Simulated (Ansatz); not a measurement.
`CN(C)BF` + CH₄ → `CBN(C)C` + H–F  (formal exchange of groups at a B–F bond)

Calculated with Ansatz (gas phase, PBE0-D4/def2-TZVP geometries, no zero-point term in ΔE). CCSD(T)/CBS adds triple-zeta CCSD(T) − MP2 to the extrapolated MP2 energy (def2 sets, frozen cores). This one scheme is used for every species. DFT in def2-TZVPP. HSE06 is defined as in plane-wave codes. Each species was taken in one conformer, which may not be the lowest.

```tsv
level	ΔE (kJ/mol)	difference from CCSD(T)/CBS
LDA (SPW92)	137.8	0.2
BLYP-D4	148.1	10.5
r2SCAN-D4	149.8	12.2
B97M-V	152.9	15.3
PBE0-D4	138.9	1.3
CAM-B3LYP-D4	153.0	15.4
ωB97M-V	146.0	8.4
B2PLYP	151.3	13.7
r2SCAN	151.2	13.6
PBE0	142.7	5.1
r2SCANh	150.4	12.8
r2SCAN0	149.4	11.8
HSE06	142.5	4.9
BHLYP	159.1	21.5
MP2/def2-SVP	161.6	24.0
MP2/CBS(def2)	135.4	-2.2
CCSD(T)/CBS	137.6	0
```

Largest T1 diagnostic among the species: 0.012.

Leaving LDA and LC-ωPBE aside and taking each functional with its dispersion term where it has one, the values, not all of them listed here, spread over 20.5 kJ/mol, from revPBE-D4 to BHLYP-D4. LDA lies −4.5 kJ/mol from PBE without D4. The D4 term adds −6.6 kJ/mol with B3LYP and −3.8 kJ/mol with PBE0; it sums over pairs of atoms, weighted by their polarisabilities, and B3LYP, whose exchange is more repulsive, gets the larger term. At CCSD(T), def2-SVP lies +24.2 kJ/mol from the extrapolated value and def2-TZVPP +3.7 kJ/mol.

B3LYP here is the variant with VWN-RPA as its local correlation; programs differ in this.
